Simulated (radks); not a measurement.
Fractional charge and spin in the 4s shell of krypton: the spin-up occupation runs from 0 to 1 and the spin-down occupation from 0 to 1; the fullest corner is Kr, [Ar] 3d10 4p6 4s(up 1, down 1). All-electron calculation, non-relativistic Kohn-Sham, PBE, spin-polarised, spherical densities, point nucleus. Program: a radial shooting solver on a logarithmic mesh with Libxc functionals. Energy (eV) minus the two flat planes that join the four corners (they meet along the diagonal where the two added fractions sum to one electron); zero is where a piecewise linear energy would lie.

| down \ up | 0 | 0.25 | 0.5 | 0.75 | 1 |
|---|---|---|---|---|---|
| 0 | 0.000 | -1.147 | -1.521 | -1.134 | 0.000 |
| 0.25 | -1.147 | -1.452 | -0.998 | 0.200 | -1.042 |
| 0.5 | -1.521 | -0.998 | 0.266 | -0.912 | -1.378 |
| 0.75 | -1.134 | 0.200 | -0.912 | -1.315 | -1.025 |
| 1 | 0.000 | -1.042 | -1.378 | -1.025 | 0.000 |

Corners above the fullest one (they belong to Kr+ and the next ion): (up 1, down 0) 27.581 eV, (up 0, down 1) 27.581 eV, (up 0, down 0) 67.843 eV. With half an added electron in each spin the energy lies 0.266 eV from the planes, and with half an added electron in spin up alone -1.521 eV. The planes are only a guide here: the flat-plane condition holds for ground states with one frontier orbital, while this shell lies below other occupied shells, so the corners above the fullest one are inner-hole states and not the ground states of those ions.
